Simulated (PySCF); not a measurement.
```xyz
4
charge 1 multiplicity 1, angstrom
I     0.0000    0.0000    0.0000
S     2.2698    0.0000    0.0000
S    -1.1349    1.9657    0.0000
S    -1.1349   -1.9657    0.0000
```

Method: PySCF, PBE, basis I def2-SVP with ECP28, S def2-SVP (scalar-relativistic core potentials, no spin–orbit coupling, density fitting).

This geometry of IS₃⁺ is a stationary point at this level.

Task: What is the point group?

Result: D3h.

Task: Is it a minimum?

Result: Yes: all harmonic wavenumbers are real.

Task: List the harmonic modes with their infrared intensities.

Result: 
```csv
symmetry,ω (cm⁻¹),"IR (km/mol, summed over degenerate members)"
a2'',90,0.0
e',130,0.6
a1',368,0.0
e',425,11.3
```

Task: Give the atomic charges and bond orders.

Result: 
```tsv
atom	Mulliken	Löwdin	polar tensor	Mayer order to I1
I1	0.75	0.82	0.91	–
S2,3,4	0.08	0.06	0.03	1.25
```
Other Mayer orders above 0.3: S–S 0.48 (×3).

In D3h the vibrations span a2'' + 2e' + a1'. The a1' mode carries no infrared intensity, as symmetry demands.

Only a few start shapes were tried, so a lower isomer may exist.
